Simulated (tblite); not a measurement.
Compound: C5H10NO (doublet state).
Bonds: C1–C2, C2–C3, C3–O4 (double), C3–N5, N5–C6, N5–C7. Hydrogens: H8, H9 on C1; H10, H11 on C2; H12, H13, H14 on C6; H15, H16, H17 on C7.

A start from a force field or distance geometry was refined with tblite, GFN2-xTB geometry optimisation, gas phase. Values at the start:

| coordinate | start |
| --- | --- |
| C1–C2 | 1.479 Å |
| C1–H8 | 1.111 Å |
| C2–C3 | 1.468 Å |
| C2–H10 | 1.139 Å |
| C3=O4 | 1.267 Å |
| C3–N5 | 1.417 Å |
| N5–C6 | 1.442 Å |
| N5–C7 | 1.456 Å |
| C6–H12 | 1.132 Å |
| C6–H14 | 1.116 Å |
| C7–H15 | 1.088 Å |
| C1–C2–C3 | 110.5° |
| C2–C3–O4 | 117.1° |
| C2–C3–N5 | 125.6° |
| C3–N5–C6 | 126.0° |
| C3–N5–C7 | 117.5° |
| O4–C3–N5 | 117.3° |
| C6–N5–C7 | 116.5° |

How do these coordinates change at the GFN2-xTB level?

```csv
coordinate,GFN2-xTB (Å or °),change
C2–C3,1.548,+0.080
C3–N5,1.351,-0.066
C3=O4,1.214,-0.053
C2–H10,1.090,-0.049
C6–H12,1.090,-0.042
C1–H8,1.074,-0.037
C6–H14,1.096,-0.020
C1–C2,1.466,-0.013
N5–C7,1.448,-0.008
N5–C6,1.443,+0.001
C7–H15,1.088,0.000
C2–C3–N5,117.0,-8.6
O4–C3–N5,122.6,+5.3
C2–C3–O4,120.3,+3.2
C1–C2–C3,107.6,-2.9
C6–N5–C7,115.0,-1.5
C3–N5–C7,118.6,+1.1
C3–N5–C6,125.9,-0.1
```

The energy falls by 82.5 kJ/mol over 207 L-BFGS steps, the largest force on an atom goes from 4.72 to 0.008 eV/Å, and the atoms move by 1.001 Å rms after alignment. The bond that changes most is C2–C3 (ends: carbon bonded to 2 C and 2 H; carbon bonded to C, N and O), which lengthens by 0.080 Å. Bonds longer at the end by more than 0.005 Å: 1 of 16; shorter: 13. Among the dihedrals that turn most is C1–C2–C3–O4, from 180° to 96°. Rotational constants go from 3532, 2550, 1540 to 3791, 2278, 1615 MHz.

Its GFN2-xTB frequencies are all real (lowest 45 cm⁻¹).

One conformer stands for the species.

These are computed values.
